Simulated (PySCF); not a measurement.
## Excitation energies in several basis sets

CH5BFN.
Atom-mapped SMILES: `[CH3:1][B:2]([NH2:3])[F:4]` (hydrogens: H5, H6, H7 on C1; H8, H9 on N3)

TDDFT with PBE0 (PySCF), vertical singlets, core orbitals frozen in the response, spherical d and f functions. Geometry: PBE0-D3(BJ)/def2-SVP; no solvent, vibrations or thermal averaging.

| basis | functions | diffuse | S1 (eV) | S2 (eV) | S3 (eV) | S4 (eV) | S5 (eV) | LUMO (eV) | α (au) |
| --- | --- | --- | --- | --- | --- | --- | --- | --- | --- |
| 6-31G* | 66 | no | 8.75 | 9.12 | 9.14 | 9.77 | 10.30 | 2.05 | 28.2 |
| def2-SVP | 81 | no | 8.15 | 9.11 | 9.15 | 9.37 | 9.55 | 1.71 | 29.2 |
| 6-31+G* | 82 | yes | 6.91 | 7.92 | 8.20 | 8.36 | 8.59 | -0.04 | 33.3 |
| def2-SVPD | 123 | yes | 7.32 | 8.55 | 8.69 | 8.83 | 8.90 | 0.33 | 36.6 |
| aug-cc-pVDZ | 137 | yes | 6.82 | 7.78 | 7.96 | 8.09 | 8.25 | -0.23 | 37.5 |
| def2-TZVP | 154 | no | 7.56 | 8.80 | 8.81 | 8.98 | 9.00 | 0.78 | 34.5 |
| def2-TZVPD | 196 | yes | 7.00 | 8.18 | 8.23 | 8.45 | 8.73 | -0.02 | 37.4 |
| aug-cc-pVTZ | 299 | yes | 6.84 | 7.76 | 7.94 | 8.09 | 8.18 | -0.26 | 37.6 |

Problem. Compare the sets with the largest diffuse one.

Solution. States are compared by their number. Against the largest diffuse basis here (aug-cc-pVTZ, itself not a converged limit), sets without diffuse functions differ by up to 1.91 eV in S1 and 2.12 eV in S5; the smaller diffuse sets differ by up to 0.48 and 0.72 eV. State by state, the largest deviation of a set without diffuse functions is S1 1.91, S2 1.36, S3 1.21, S4 1.69, S5 2.12 eV. The same number needn't mean the same state in each row. Against aug-cc-pVTZ the polarisability deviates by -25% in 6-31G*, -23% in def2-SVP, -12% in 6-31+G*, -3% in def2-SVPD, 0% in aug-cc-pVDZ, -8% in def2-TZVP, -1% in def2-TZVPD. A single + in a Pople set puts diffuse functions on heavy atoms only.

Without π bonds the low states may be Rydberg-like; a valence basis with one diffuse set may place them up to an eV too high.
